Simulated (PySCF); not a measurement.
BeCl2, triplet, geometry from GFN2-xTB (such geometries of metal compounds can be far from the true shape) (a higher spin typed on purpose: for a closed-shell molecule this is an excited state); R2SCAN/6-31G (PySCF).

Input for PySCF:
```python
from pyscf import gto, scf, dft

mol = gto.M(
    atom='''
Be    0.858522   -0.707640    0.714230
Cl    0.828096    0.311750   -0.974438
Cl   -1.030102   -0.145246    0.806384
''',
    basis='6-31g',
    charge=0,
    spin=2,
    verbose=4,
)

mf = dft.UKS(mol)
mf.xc = 'r2scan'
mf.kernel()
```

The log (banner, timings and long lists left out):

```
PySCF version 2.14.0

[INPUT] verbose = 4
[INPUT] num. atoms = 3
[INPUT] num. electrons = 38
[INPUT] charge = 0
[INPUT] spin (= nelec alpha-beta = 2S) = 2
[INPUT] symmetry False subgroup None
[INPUT] Mole.unit = angstrom
[INPUT] Symbol           X                Y                Z      unit          X                Y                Z       unit  Magmom
[INPUT]  1 Be     0.858522000000  -0.707640000000   0.714230000000 AA    1.622371451914  -1.337245794787   1.349699089948 Bohr   0.0
[INPUT]  2 Cl     0.828096000000   0.311750000000  -0.974438000000 AA    1.564874644848   0.589122119333  -1.841420945369 Bohr   0.0
[INPUT]  3 Cl    -1.030102000000  -0.145246000000   0.806384000000 AA   -1.946610660367  -0.274475160689   1.523844911231 Bohr   0.0

nuclear repulsion = 94.9861246455838
number of shells = 19
number of NR pGTOs = 114
number of NR cGTOs = 35
basis = 6-31g
ecp = {}

******** <class 'pyscf.dft.uks.UKS'> ********
method = UKS
initial guess = minao
damping factor = 0
level_shift factor = 0
DIIS = <class 'pyscf.scf.diis.CDIIS'>
diis_start_cycle = 1
diis_space = 8
diis_damp = 0
SCF conv_tol = 1e-09
SCF conv_tol_grad = None
SCF max_cycles = 50
direct_scf = True
direct_scf_tol = 1e-13
number electrons alpha = 20  beta = 18
XC library pyscf.dft.libxc version 7.1.2
    S. Lehtola, C. Steigemann, M. J. T. Oliveira, and M. A. L. Marques,  SoftwareX 7, 1–5 (2018)
XC functionals = r2scan
    J. W. Furness, A. D. Kaplan, J. Ning, J. P. Perdew, and J. Sun,  J. Phys. Chem. Lett. 11, 8208–8215 (2020)
    J. W. Furness, A. D. Kaplan, J. Ning, J. P. Perdew, and J. Sun,  J. Phys. Chem. Lett. 11, 9248–9248 (2020)
    J. W. Furness, A. D. Kaplan, J. Ning, J. P. Perdew, and J. Sun,  J. Phys. Chem. Lett. 11, 8208–8215 (2020)
    J. W. Furness, A. D. Kaplan, J. Ning, J. P. Perdew, and J. Sun,  J. Phys. Chem. Lett. 11, 9248–9248 (2020)
radial grids:
    Treutler-Ahlrichs [JCP 102, 346 (1995); DOI:10.1063/1.469408] (M4) radial grids

becke partition: Becke, JCP 88, 2547 (1988); DOI:10.1063/1.454033
pruning grids: <function nwchem_prune>
grids dens level: 3
symmetrized grids: False
atomic radii adjust function: <function treutler_atomic_radii_adjust>
small_rho_cutoff = 0
Set gradient conv threshold to 3.16228e-05
tot grids = 51488
init E= -935.216643769276

cycle= 1 E= -934.97848081976  delta_E= 0.238  |g|= 0.0835  |ddm|= 1.45

cycle= 2 E= -934.980897312446  delta_E= -0.00242  |g|= 0.0745  |ddm|= 0.357

cycle= 3 E= -934.985113549632  delta_E= -0.00422  |g|= 0.00631  |ddm|= 0.126

cycle= 4 E= -934.98514900625  delta_E= -3.55e-05  |g|= 0.00108  |ddm|= 0.0206

cycle= 5 E= -934.985150325271  delta_E= -1.32e-06  |g|= 0.000218  |ddm|= 0.00389

cycle= 6 E= -934.985150339288  delta_E= -1.4e-08  |g|= 0.000232  |ddm|= 0.000812

cycle= 7 E= -934.985150376586  delta_E= -3.73e-08  |g|= 0.000102  |ddm|= 0.000513

cycle= 8 E= -934.985150385702  delta_E= -9.12e-09  |g|= 4.92e-06  |ddm|= 0.000172

cycle= 9 E= -934.985150385743  delta_E= -4.12e-11  |g|= 5.53e-07  |ddm|= 1.95e-05

Extra cycle  E= -934.985150385743  delta_E= -2.27e-13  |g|= 2.86e-07  |ddm|= 1.89e-06
converged SCF energy = -934.985150385743  <S^2> = 2.0023346  2S+1 = 3.001556
```
